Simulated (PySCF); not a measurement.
Problem. What does the PBE0-D3(BJ)/def2-SVP structure of [SbCl6]- (`[Cl][Sb-]([Cl])([Cl])([Cl])([Cl])[Cl]`) look like in three dimensions? (Charge -1.)

Solution. 
```
atom  x, y, z in Å
Sb1    0.0131   -0.0150   -0.0100
Cl2   -0.0027   -0.0259    2.3897
Cl3    0.0241   -0.0016   -2.4098
Cl4    2.4124    0.0096    0.0071
Cl5   -2.3867   -0.0394   -0.0320
Cl6   -0.0096    2.3849    0.0049
Cl7    0.0413   -2.4146   -0.0183
```

Orientation and origin are arbitrary. Atoms count from 1 in this order. All 6 Cl–Sb bonds measure 2.399 to 2.400 Å. Sb1 (antimony bonded to 6 Cl) is octahedral (the three widest angles are 179.9°, 179.9° and 179.8°, the others run from 89.7° to 90.1°).

Bonds between heavy atoms (Å): Sb1–Cl2 2.400, Sb1–Cl3 2.400, Sb1–Cl4 2.399, Sb1–Cl5 2.400, Sb1–Cl6 2.400, Sb1–Cl7 2.400.

Level of theory: PBE0-D3(BJ)/def2-SVP geometry optimisation, gas phase, def2 core potentials past Kr (PySCF).

Point group: Oh (tolerance 0.08 Å). No frequency check. The geometry's basis has no diffuse functions, a weakness for an anion.
